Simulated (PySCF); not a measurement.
An unknown is described by computed data only.

Formula: C5H14BNO.

| Item | Value |
| --- | --- |
| Dipole | 0.14 D [wB97X-D/def2-SVPD] |
| Rotational structure | rotational constants A, B, C: 4.282, 0.902, 0.858 GHz [PBE0-D3(BJ)/def2-SVP] |
| 13C NMR | chemical shifts (computed TMS as zero) by class: 63.3 (1 C), 35.0 (2 C), 25.8 (2 C) ppm [GIAO HF/pcSseg-1] |
| XPS | B1s 195.5, C1s 290.4 (×2), C1s 291.4 (×2), C1s 291.9, N1s 404.4, O1s 537.6 eV [ΔSCF SCAN, pcX-2 on the ionised atom, pcseg-1 elsewhere, spin-free X2C] |
| Polarisability | 91.1 au [wB97X-D/def2-SVPD] |
| 1H NMR | chemical shifts (computed TMS as zero) by class: 3.85 (1 H), 3.43 (1 H), 2.54 (6 H), 1.17 (6 H) ppm [GIAO HF/pcSseg-1] |
| UV, first state | lowest singlet excitation: 6.55 eV (189 nm, f = 0.009) [TDDFT wB97X-D/def2-SVPD] |
| Valence photoelectron | vertical ionisation energy: 8.53 eV [ΔSCF wB97X-D/def2-SVPD] |

Gas-phase values; electronic properties from PySCF, density fitting. Levels stand in brackets. One conformer (not necessarily the lowest) at the PBE0-D3(BJ)/def2-SVP geometry, without solvent, vibrations or thermal averaging. Each NMR value is the plain mean over a class of atoms that symmetry, rotation or inversion makes alike.

Problem. Give a SMILES that accounts for the data.

Solution. Numbering: `[CH3:1][CH:2]([CH3:3])[O:4][BH:5][N:6]([CH3:7])[CH3:8]`. 5 carbons fall into 3 classes; from least to most shielded: sp3 carbon bound to oxygen [C2] (63.3 ppm), N-methyl carbon [C7/C8] (35.0 ppm, 2 C, up to 4.6 ppm apart in this geometry), methyl carbon [C1/C3] (25.8 ppm, 2 C). Hydrogen classes from least to most shielded: 1 H on a three-coordinate boron, B5 (3.85 ppm), 1 H on an sp3 carbon bound to oxygen, C2 (3.43 ppm), 6 H on 2 N-methyl carbons, C7/C8 (2.54 ppm, a mean of values up to 1.7 ppm apart in this geometry), 6 H on 2 methyl carbons, C1/C3 (1.17 ppm, a mean of values up to 0.6 ppm apart in this geometry). The core levels belong to: B1s 195.5 eV, three-coordinate boron [B5]; C1s 290.4 eV, methyl carbon [C1/C3]; C1s 291.4 eV, N-methyl carbon [C7/C8]; C1s 291.9 eV, sp3 carbon bound to oxygen [C2]; N1s 404.4 eV, boron-bound nitrogen [N6]; O1s 537.6 eV, boron-bound oxygen [O4]. One atom of each topological class was ionised and stands for its class. The hole state at 195.5 eV has ⟨S²⟩ = 0.83 against 0.75, so that value is less sure. The first electron is taken from the HOMO, whose largest Löwdin shares are 0.47 on the boron-bound nitrogen, 0.12 on the boron-bound oxygen, 0.09 on an N-methyl carbon and 0.07 on an N-methyl carbon. The optimised geometry has point group C1 and is an asymmetric top. Structure: `CC(C)OBN(C)C`. The assignments are read from this structure; whether some other isomer fits the data as well wasn't checked.

The values belong to the conformer `[CH3:1][CH:2]([CH3:3])[O:4][BH:5][N:6]([CH3:7])[CH3:8]`: C1–C2–O4–B5 -96°, C2–O4–B5–N6 176°, O4–B5–N6–C7 179°.
